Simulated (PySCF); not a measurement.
Species: (HAlS)3 ring, Al3H3S3.
Geometry (PBE0-D3(BJ)/def2-SVP, Å), atoms numbered from 1 in this order:
```
atom  x, y, z in Å
Al1    0.721    1.931   -0.282
H2     1.289    3.387   -0.475
S3     0.073    1.430    1.741
Al4   -0.681   -0.612    1.876
H5    -1.249   -1.052    3.277
S6    -0.720   -2.124    0.307
Al7    0.001   -1.343   -1.601
H8     0.030   -2.367   -2.796
S9     0.669    0.680   -2.072
```

The calculation used PBE0-D3(BJ)/def2-SVP geometry optimisation, gas phase (PySCF).

Task: Which atoms are bound to Al1, and at what distances?

Result: 3 atoms: H2 1.575 Å, S3 2.182 Å, S9 2.184 Å. The nearest atom not counted as bound is Al7, at 3.60 Å.

Task: List the angles at Al1.

Result: 
```json
{"angle": "S3–Al1–S9", "degrees": "128.4", "distance of the outer atoms (Å)": "3.93"}
{"angle": "H2–Al1–S9", "degrees": "116.0", "distance of the outer atoms (Å)": "3.20"}
{"angle": "H2–Al1–S3", "degrees": "115.7", "distance of the outer atoms (Å)": "3.20"}
```

Task: What is the shape at Al1?

Result: Planar: angles 128.4°, 116.0° and 115.7°, sum 360.0°, 0.01 Å off the plane of its three neighbours.

Task: Give some angles away from the centre.

Result: Al1–S3–Al4 112.1°.

Point group: near D3h, missed by 0.21 Å at most; the miss may be what the optimiser left on a soft mode (Cs holds within 0.08 Å). Charge 0, singlet. Whether it is a minimum is left open (no frequencies).

Hardware: Arm Neoverse V1, one thread (shared host). Cost: 48 s, 0.50 GiB resident at most. These figures are those of the optimisation.

One conformer stands for the species.
